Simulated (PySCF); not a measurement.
C₄H₁₀As, doublet, geometry from GFN2-xTB; DF-PBE0/pc-1 (PySCF).

PySCF was given this input:
```python
from pyscf import gto, scf, dft

mol = gto.Mole()
mol.atom = '''
    C    -1.399717   -0.027747    1.369226
    C    -0.978123    0.129962    0.024300
    C    -1.152334    1.533561   -0.537339
    C    -1.490347   -0.936440   -0.932933
    As    1.185611   -0.162714    0.002913
    H    -1.398961    0.804908    2.049523
    H    -1.645751   -0.998490    1.760691
    H    -2.212011    1.761549   -0.654149
    H    -0.672564    1.622009   -1.513941
    H    -0.714363    2.272030    0.134124
    H    -1.009972   -0.843570   -1.908827
    H    -2.566866   -0.831521   -1.069455
    H    -1.289792   -1.932869   -0.539331
    H     1.395483    0.692692    1.218287
    H     1.112773   -1.373189    0.887416
'''
mol.basis = 'pc-1'
mol.charge = 0
mol.spin = 1
mol.verbose = 4
mol.build()

mf = dft.UKS(mol)
mf.xc = 'pbe0'
mf = mf.density_fit(auxbasis='def2-universal-jkfit')
mf.kernel()
```

The log (banner, timings and long lists left out):

```
PySCF version 2.14.0

[INPUT] verbose = 4
[INPUT] num. atoms = 15
[INPUT] num. electrons = 67
[INPUT] charge = 0
[INPUT] spin (= nelec alpha-beta = 2S) = 1
[INPUT] symmetry False subgroup None
[INPUT] Mole.unit = angstrom
[INPUT] Symbol           X                Y                Z      unit          X                Y                Z       unit  Magmom
[INPUT]  1 C     -1.399717000000  -0.027747000000   1.369226000000 AA   -2.645081781898  -0.052434230778   2.587462142634 Bohr   0.0
[INPUT]  2 C     -0.978123000000   0.129962000000   0.024300000000 AA   -1.848384586138   0.245592586601   0.045920344827 Bohr   0.0
[INPUT]  3 C     -1.152334000000   1.533561000000  -0.537339000000 AA   -2.177595664025   2.898010285314  -1.015423546048 Bohr   0.0
[INPUT]  4 C     -1.490347000000  -0.936440000000  -0.932933000000 AA   -2.816347660567  -1.769615132088  -1.762987862569 Bohr   0.0
[INPUT]  5 As     1.185611000000  -0.162714000000   0.002913000000 AA    2.240480080272  -0.307484896632   0.005504772201 Bohr   0.0
[INPUT]  6 H     -1.398961000000   0.804908000000   2.049523000000 AA   -2.643653148948   1.521055675471   3.873037155997 Bohr   0.0
[INPUT]  7 H     -1.645751000000  -0.998490000000   1.760691000000 AA   -3.110018659229  -1.886872638117   3.327223779987 Bohr   0.0
[INPUT]  8 H     -2.212011000000   1.761549000000  -0.654149000000 AA   -4.180094974525   3.328845165001  -1.236162454658 Bohr   0.0
[INPUT]  9 H     -0.672564000000   1.622009000000  -1.513941000000 AA   -1.270961761242   3.065152781580  -2.860933858750 Bohr   0.0
[INPUT] 10 H     -0.714363000000   2.272030000000   0.134124000000 AA   -1.349950423523   4.293514446796   0.253457626731 Bohr   0.0
[INPUT] 11 H     -1.009972000000  -0.843570000000  -1.908827000000 AA   -1.908570473479  -1.594116266899  -3.607160249175 Bohr   0.0
[INPUT] 12 H     -2.566866000000  -0.831521000000  -1.069455000000 AA   -4.850673738458  -1.571346956824  -2.020977052547 Bohr   0.0
[INPUT] 13 H     -1.289792000000  -1.932869000000  -0.539331000000 AA   -2.437353637655  -3.652593044662  -1.019187880488 Bohr   0.0
[INPUT] 14 H      1.395483000000   0.692692000000   1.218287000000 AA    2.637080681486   1.308998168677   2.302228771118 Bohr   0.0
[INPUT] 15 H      1.112773000000  -1.373189000000   0.887416000000 AA    2.102836208811  -2.594951127265   1.676973198557 Bohr   0.0

nuclear repulsion = 349.969769179593
number of shells = 35
number of NR pGTOs = 243
number of NR cGTOs = 133
basis = pc-1
ecp = {}

******** <class 'pyscf.df.df_jk.DFUKS'> ********
method = DFUKS
initial guess = minao
damping factor = 0
level_shift factor = 0
DIIS = <class 'pyscf.scf.diis.CDIIS'>
diis_start_cycle = 1
diis_space = 8
diis_damp = 0
SCF conv_tol = 1e-09
SCF conv_tol_grad = None
SCF max_cycles = 50
direct_scf = False
number electrons alpha = 34  beta = 33
XC library pyscf.dft.libxc version 7.1.2
    S. Lehtola, C. Steigemann, M. J. T. Oliveira, and M. A. L. Marques,  SoftwareX 7, 1–5 (2018)
XC functionals = pbe0
    C. Adamo and V. Barone,  J. Chem. Phys. 110, 6158 (1999)
    M. Ernzerhof and G. E. Scuseria,  J. Chem. Phys. 110, 5029 (1999)
radial grids:
    Treutler-Ahlrichs [JCP 102, 346 (1995); DOI:10.1063/1.469408] (M4) radial grids

becke partition: Becke, JCP 88, 2547 (1988); DOI:10.1063/1.454033
pruning grids: <function nwchem_prune>
grids dens level: 3
symmetrized grids: False
atomic radii adjust function: <function treutler_atomic_radii_adjust>
small_rho_cutoff = 0
Set gradient conv threshold to 3.16228e-05
tot grids = 174976
******** <class 'pyscf.df.df.DF'> ********
auxbasis = def2-universal-jkfit
init E= -2393.13008656991

cycle= 1 E= -2393.63418150473  delta_E= -0.504  |g|= 0.23  |ddm|= 2.43
cycle= 2 E= -2393.62775453491  delta_E= 0.00643  |g|= 0.264  |ddm|= 0.492
cycle= 3 E= -2393.66666783625  delta_E= -0.0389  |g|= 0.0428  |ddm|= 0.308
cycle= 4 E= -2393.66777560681  delta_E= -0.00111  |g|= 0.0231  |ddm|= 0.0692
cycle= 5 E= -2393.66817389951  delta_E= -0.000398  |g|= 0.00471  |ddm|= 0.0348
cycle= 6 E= -2393.66820681566  delta_E= -3.29e-05  |g|= 0.0025  |ddm|= 0.0151
cycle= 7 E= -2393.66821368701  delta_E= -6.87e-06  |g|= 0.000725  |ddm|= 0.00604
cycle= 8 E= -2393.66821412138  delta_E= -4.34e-07  |g|= 0.000345  |ddm|= 0.00175
cycle= 9 E= -2393.66821419671  delta_E= -7.53e-08  |g|= 0.000118  |ddm|= 0.000531
cycle= 10 E= -2393.66821420869  delta_E= -1.2e-08  |g|= 2.98e-05  |ddm|= 0.000203
cycle= 11 E= -2393.66821420968  delta_E= -9.88e-10  |g|= 9.26e-06  |ddm|= 6.44e-05
Extra cycle  E= -2393.66821420976  delta_E= -7.55e-11  |g|= 6.41e-06  |ddm|= 2.47e-05
converged SCF energy = -2393.66821420976  <S^2> = 0.76505533  2S+1 = 2.0149991
```
